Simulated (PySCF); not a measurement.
Record of a relaxation.

Si₄H₁₀.
Atom-mapped SMILES: `[SiH3:1][SiH:2]([SiH3:3])[SiH3:4]` (hydrogens: H5, H6, H7 on Si1; H8 on Si2; H9, H10, H11 on Si3; H12, H13, H14 on Si4)

Method: PBE0-D3(BJ)/def2-TZVP geometry optimisation, gas phase (PySCF 2.14.0); density fitting, grid level 2; the optimiser is geomeTRIC in internal coordinates, started from a GFN2-xTB structure with every atom displaced at random (about 0.01 Å). The frame can shift and turn from step to step; on so coarse a grid that alone can change the energy by a few meV, and forces under 0.02 eV/Å are noise.

Step 0: E = -31660.8444 eV, largest atomic force 1.275 eV/Å
```
atom  x, y, z in Å  |  force x, y, z in eV/Å
Si1     0.014    2.087   -0.887   -0.587   0.379  -0.336
Si2     0.045    0.157    0.375    0.342   0.177   0.425
Si3     1.901   -1.152   -0.077    0.506   0.018   0.383
Si4    -1.906   -1.039    0.270   -1.263   0.124   0.122
H5      1.201    2.921   -0.773    0.654   0.155   0.218
H6     -0.144    1.806   -2.319   -0.010  -0.259  -0.368
H7     -1.119    2.990   -0.555   -0.131  -0.120   0.202
H8      0.203    0.604    1.784   -0.010   0.025   0.160
H9      3.185   -0.423    0.107   -0.082   0.207   0.011
H10     1.892   -1.645   -1.438   -0.111  -0.205  -0.768
H11     2.010   -2.336    0.799   -0.194  -0.153   0.214
H12    -1.942   -2.221    1.147    0.241  -0.199   0.241
H13    -3.144   -0.241    0.636    0.518  -0.021  -0.015
H14    -2.201   -1.523   -1.081    0.126  -0.128  -0.489
```

Step 1: E = -31660.9924 eV, largest atomic force 0.281 eV/Å
```
atom  x, y, z in Å  |  force x, y, z in eV/Å
Si1    -0.014    2.064   -0.927    0.004  -0.070   0.116
Si2     0.070    0.149    0.411    0.002  -0.079  -0.101
Si3     1.925   -1.173   -0.099   -0.041   0.050  -0.003
Si4    -1.954   -1.015    0.263    0.196   0.185   0.079
H5      1.238    2.848   -0.760    0.000   0.046  -0.028
H6     -0.174    1.703   -2.359   -0.001  -0.015  -0.035
H7     -1.176    2.887   -0.503   -0.003   0.063  -0.034
H8      0.228    0.590    1.827   -0.012   0.025   0.041
H9      3.156   -0.359    0.089    0.049  -0.044  -0.004
H10     1.879   -1.656   -1.505   -0.015   0.010   0.006
H11     1.963   -2.347    0.812    0.045  -0.027   0.001
H12    -1.932   -2.186    1.177   -0.069  -0.038   0.010
H13    -3.003   -0.051    0.687   -0.128  -0.102  -0.019
H14    -2.212   -1.472   -1.125   -0.028  -0.006  -0.029
```

Step 2: E = -31661.0039 eV, largest atomic force 0.108 eV/Å
```
atom  x, y, z in Å  |  force x, y, z in eV/Å
Si1    -0.009    2.068   -0.922   -0.004  -0.023   0.034
Si2     0.072    0.156    0.422   -0.001  -0.016   0.007
Si3     1.925   -1.170   -0.097   -0.016   0.008  -0.001
Si4    -1.951   -1.010    0.273    0.075   0.073   0.028
H5      1.241    2.859   -0.771   -0.004   0.013  -0.010
H6     -0.168    1.691   -2.351    0.001  -0.011  -0.004
H7     -1.168    2.909   -0.518    0.011   0.018  -0.017
H8      0.228    0.601    1.840   -0.006   0.007  -0.003
H9      3.171   -0.376    0.079    0.007  -0.019  -0.001
H10     1.860   -1.646   -1.504   -0.016   0.008  -0.005
H11     1.974   -2.353    0.804    0.016  -0.001  -0.004
H12    -1.942   -2.192    1.174   -0.020  -0.007   0.003
H13    -3.044   -0.087    0.681   -0.041  -0.050  -0.010
H14    -2.196   -1.467   -1.120   -0.001   0.001  -0.017
```

Step 3: E = -31661.0081 eV, largest atomic force 0.073 eV/Å
```
atom  x, y, z in Å  |  force x, y, z in eV/Å
Si1    -0.004    2.070   -0.915    0.003   0.001  -0.023
Si2     0.073    0.167    0.441   -0.004   0.035   0.064
Si3     1.916   -1.166   -0.095   -0.004  -0.019  -0.015
Si4    -1.942   -1.006    0.280   -0.010  -0.024  -0.022
H5      1.247    2.864   -0.781    0.000  -0.005   0.003
H6     -0.160    1.670   -2.340    0.001  -0.006   0.006
H7     -1.159    2.929   -0.536    0.002  -0.003   0.001
H8      0.228    0.616    1.858    0.001  -0.001  -0.010
H9      3.175   -0.390    0.065   -0.004   0.003   0.000
H10     1.821   -1.630   -1.505   -0.010   0.005  -0.003
H11     1.973   -2.357    0.794   -0.003   0.003  -0.002
H12    -1.937   -2.198    1.170    0.010   0.004   0.001
H13    -3.075   -0.124    0.672    0.004   0.003   0.002
H14    -2.162   -1.461   -1.119    0.014   0.005  -0.001
```

Step 4: E = -31661.0097 eV, largest atomic force 0.081 eV/Å
```
atom  x, y, z in Å  |  force x, y, z in eV/Å
Si1    -0.001    2.070   -0.912    0.005   0.006  -0.032
Si2     0.072    0.178    0.458   -0.005   0.046   0.066
Si3     1.905   -1.162   -0.095    0.001  -0.019  -0.014
Si4    -1.935   -1.005    0.283   -0.032  -0.046  -0.029
H5      1.252    2.863   -0.786    0.001  -0.007   0.005
H6     -0.155    1.652   -2.332    0.000  -0.003   0.006
H7     -1.153    2.938   -0.546   -0.001  -0.007   0.005
H8      0.227    0.628    1.874    0.003  -0.004  -0.009
H9      3.171   -0.396    0.055   -0.004   0.006  -0.001
H10     1.788   -1.617   -1.506   -0.004   0.002  -0.001
H11     1.965   -2.360    0.787   -0.006   0.002  -0.001
H12    -1.926   -2.203    1.166    0.014   0.006  -0.001
H13    -3.087   -0.145    0.665    0.016   0.015   0.004
H14    -2.132   -1.456   -1.122    0.013   0.004   0.004
```

Step 5: E = -31661.0111 eV, largest atomic force 0.053 eV/Å
```
atom  x, y, z in Å  |  force x, y, z in eV/Å
Si1     0.004    2.069   -0.907    0.005   0.005  -0.021
Si2     0.070    0.195    0.487   -0.006   0.035   0.033
Si3     1.886   -1.157   -0.094    0.003  -0.005  -0.005
Si4    -1.922   -1.007    0.285   -0.028  -0.041  -0.019
H5      1.260    2.859   -0.792    0.001  -0.005   0.003
H6     -0.147    1.623   -2.319   -0.001   0.001   0.004
H7     -1.145    2.948   -0.561   -0.002  -0.006   0.004
H8      0.226    0.647    1.901    0.004  -0.006  -0.003
H9      3.162   -0.404    0.038   -0.001   0.002  -0.003
H10     1.736   -1.596   -1.508    0.002  -0.002   0.000
H11     1.950   -2.362    0.775   -0.004  -0.001  -0.001
H12    -1.906   -2.210    1.159    0.008   0.004  -0.001
H13    -3.096   -0.170    0.653    0.015   0.017   0.003
H14    -2.085   -1.450   -1.127    0.005   0.001   0.005
```

Step 6: E = -31661.0114 eV, largest atomic force under 0.02 eV/Å
```
atom  x, y, z in Å  |  force x, y, z in eV/Å
Si1     0.005    2.068   -0.907    0.002   0.001  -0.006
Si2     0.069    0.199    0.495   -0.004   0.015   0.007
Si3     1.880   -1.155   -0.094    0.001   0.003   0.001
Si4    -1.919   -1.009    0.284   -0.009  -0.017  -0.006
H5      1.262    2.857   -0.793    0.000  -0.001   0.001
H6     -0.146    1.616   -2.316   -0.001   0.001   0.001
H7     -1.145    2.948   -0.564   -0.001  -0.002   0.001
H8      0.226    0.651    1.909    0.002  -0.004   0.000
H9      3.160   -0.406    0.033    0.001  -0.001  -0.002
H10     1.722   -1.591   -1.508    0.002  -0.002   0.000
H11     1.944   -2.362    0.773   -0.001  -0.001   0.000
H12    -1.900   -2.213    1.157    0.002   0.001  -0.001
H13    -3.094   -0.172    0.650    0.005   0.007   0.001
H14    -2.073   -1.450   -1.129    0.001   0.000   0.002
```

Q: Summarise the path.

A: The energy falls by 3.85 kcal/mol from step 0 to step 6; nine tenths of that is first reached at step 2. It falls at every step. The largest force goes from 1.275 to under 0.02 eV/Å. Among the bonds Si2–Si4 changes most, from 2.291 to 2.336 Å; the atoms move by 0.105 Å rms after alignment.

Q: Follow the three bonds and two angles with the largest change from start to end.

A: 
```
step  E above end (kcal/mol)  largest force (eV/Å)  Si2–Si4 (Å)  Si3–H10 (Å)  Si1–H5 (Å)  H13–Si4–H14 (°)  Si2–Si1–H5 (°)
   0                    3.85                 1.275        2.291        1.448       1.455            103.4           115.2
   1                    0.44                 0.281        2.339        1.488       1.486            110.1           109.7
   2                    0.17                 0.108        2.340        1.487       1.488            109.1           110.3
   3                    0.08                 0.073        2.337        1.488       1.488            108.4           110.7
   4                    0.04                 0.081        2.336        1.488       1.488            108.3           110.8
   5                    0.01                 0.053        2.336        1.488       1.488            108.4           110.8
   6                    0.00            under 0.02        2.336        1.488       1.488            108.6           110.8
```

The cost below is that of the whole optimisation. Time: 75 s; peak memory 1.0 GiB. Hardware: an AMD EPYC 9R45 with one thread, shared host.
